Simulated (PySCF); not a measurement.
Ligands exchanged one at a time, Ga CH3-OH. Gas-phase values, no solvent. One relaxed conformer stands for each flexible species; it need not be the lowest. Strings in code marks are SMILES.

The four lowest singlet excitations (Tamm–Dancoff). Method: PySCF 2.14.0 with PBE-D3(BJ)/def2-TZVP // M06-2X/def2-TZVP. Excitations are Tamm–Dancoff values on a coarser integration grid. The basis has no diffuse functions, so Rydberg states are missing or too high.

| state | energy (eV) | wavelength (nm) | oscillator strength |
|---|---|---|---|
| S1 | 5.46 | 227 | 0.000 |
| S2 | 6.20 | 200 | 0.003 |
| S3 | 6.21 | 200 | 0.084 |
| S4 | 6.39 | 194 | 0.024 |

Which member gives these states?
A. `[CH3][Ga]([CH3])[CH3]`
B. `[OH][Ga]([OH])[OH]`
C. `[CH3][Ga]([CH3])[OH]` (C–Ga–O–H torsion 180°)
D. `[CH3][Ga]([OH])[OH]` (O–Ga–O–H torsion 180°, O–Ga–O–H torsion 0°)

C, `[CH3][Ga]([CH3])[OH]` (C–Ga–O–H torsion 180°)
